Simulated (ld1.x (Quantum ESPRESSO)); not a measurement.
## rhodium, PAW: configuration errors across variants

rhodium, PAW, made with ld1.x (Quantum ESPRESSO) 7.5 (PBEsol, scalar-relativistic). Core [Ar] 3d10, reference 4s2 4p6 4d8 5s1 5p0. Waves: 4s (bound): rcut 1.35, rcutus 1.45 bohr; 5s (bound): rcut 1.35, rcutus 1.45 bohr; 4p (bound): rcut 1.45, rcutus 1.70 bohr; 5p (bound, empty): rcut 1.45, rcutus 1.70 bohr; 4d (bound): rcut 1.00, rcutus 1.40 bohr; 4d channel at 0.95 Ry: rcut 1.00, rcutus 1.40 bohr. Local part: all-electron potential smoothed inside 1.30 bohr (lloc = -1). Core correction: a·sin(br)/r model core inside 1.40 bohr. Augmentation charge: PSQ, inside the norm-conserving radii.

All-electron excitation energies from the reference (eV): (1) 4s2 4p6 4d8 5s0 5p0 7.462; (2) 4s2 4p6 4d7 5s0 5p0 26.971; (3) 4s2 4p6 4d6 5s0 5p0 59.464; (4) 4s2 4p5 4d8 5s1 5p0 56.595; (5) 4s2 4p6 4d8 5s0 5p1 3.665; (6) 4s2 4p6 4d8 5s0.5 5p0 2.928; (7) 4s2 4p6 4d7 5s1 5p1 6.648.

The overlap operator is not positive definite (basis up to 400 Ry) in “base”, “waves 4p (bound): rcut 1.45, rcutus 1.66 bohr; 5p (bound): rcut 1.45, rcutus 1.66 bohr”, “waves 4p (bound): rcut 1.45, rcutus 2.00 bohr; 5p (bound): rcut 1.45, rcutus 2.00 bohr”, “waves 4p (bound): rcut 1.45, rcutus 2.18 bohr; 5p (bound): rcut 1.45, rcutus 2.18 bohr”. Such files are unfit for use, however small their errors in these radial tests.

1 further variants failed, have other tests or too few solved ones, and are left out.

Errors AE − PS in meV (a dash: test not solved or not reliable):

| change | (1) | (2) | (3) | (4) | (5) | (6) | (7) | bound ghosts |
| --- | --- | --- | --- | --- | --- | --- | --- | --- |
| base | -1.3 | -1.9 | -2.0 | -24 | -0.3 | -0.5 | +1.8 | not determined (overlap not positive) |
| waves 4p (bound): rcut 1.45, rcutus 1.66 bohr; 5p (bound): rcut 1.45, rcutus 1.66 bohr | -1.3 | -1.9 | -2.0 | -24 | -0.3 | -0.5 | +1.8 | not determined (overlap not positive) |
| waves 4p (bound): rcut 1.45, rcutus 2.00 bohr; 5p (bound): rcut 1.45, rcutus 2.00 bohr | – | – | – | – | – | – | – | not determined (overlap not positive) |
| waves 4p (bound): rcut 1.45, rcutus 2.18 bohr; 5p (bound): rcut 1.45, rcutus 2.18 bohr | – | – | – | – | – | – | – | not determined (overlap not positive) |

Give the same row for: waves 4p (bound): rcut 1.45, rcutus 2.56 bohr; 5p (bound): rcut 1.45, rcutus 2.56 bohr.

–, –, –, –, –, –, –; bound ghosts: none.
